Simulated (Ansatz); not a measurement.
The P1–N2 bond of PN is stretched (multiplicity 1).


Frozen-core correlation.

Programs: Ansatz (an electronic-structure program) with Gaussian orbitals. Values without a source in brackets are computed.

FIC-MRCISD+Q on CASSCF(10,8)/cc-pV(T+d)Z, total energies (hartree):

| R (Å) | CASSCF | MRCISD | weight c² of the reference |
|---|---|---|---|
| 1.483 | -395.314923 | -395.531821 | 0.92718 |
| 2.595 | -395.123480 | -395.333718 | 0.91556 |
| 5.931 | -395.113348 | -395.317327 | 0.91674 |

Add the Davidson correction (E_MRCISD − E_CASSCF)(1 − c²)/c² and give the energies above the first point at the three levels.


Corrections (hartree): -0.017035, -0.019390, -0.018525. Above the first point (kcal/mol):
- R = 2.595 Å: CASSCF 120.1, MRCISD 124.3, with the correction 122.8
- R = 5.931 Å: CASSCF 126.5, MRCISD 134.6, with the correction 133.7
